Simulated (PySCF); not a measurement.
PySCF 2.14 output of an unrestricted BP86 calculation on a single atom or ion in aug-cc-pwCVTZ-X2C with one added diffuse shell each of s, p, d, f type (10s9p7d4f, 100 functions), with the spin-free X2C one-electron Hamiltonian (Gaussian nucleus):

```
SCF conv_tol = 1e-09
number electrons alpha = 11  beta = 9
    A. D. Becke.,  Phys. Rev. A 38, 3098 (1988)
    J. P. Perdew.,  Phys. Rev. B 33, 8822 (1986)
cycle= 1 E= -680.472578441591  delta_E= -0.008  |g|= 0.0229  |ddm|= 0.438
cycle= 2 E= -680.472696232154  delta_E= -0.000118  |g|= 0.011  |ddm|= 0.0577
cycle= 3 E= -680.472734436769  delta_E= -3.82e-05  |g|= 0.003  |ddm|= 0.0315
cycle= 4 E= -680.472736092924  delta_E= -1.66e-06  |g|= 5.12e-05  |ddm|= 0.00367
cycle= 5 E= -680.47273610197  delta_E= -9.05e-09  |g|= 8.14e-06  |ddm|= 0.00239
cycle= 6 E= -680.472736102092  delta_E= -1.21e-10  |g|= 1.19e-06  |ddm|= 0.000204
converged SCF energy = -680.472736102092  <S^2> = 2.0000795  2S+1 = 3.000053
```

The run itself started from symmetry-adapted Hartree-Fock orbitals and held the occupation by maximum overlap, on a logarithmic radial grid, so the iterations belong to that start.

Which element, charge and spin multiplicity is this?

Ca (calcium, neutral), multiplicity 3; the state was [Ar] 4s1 4p1, high-spin 3P determinant (an excited configuration).
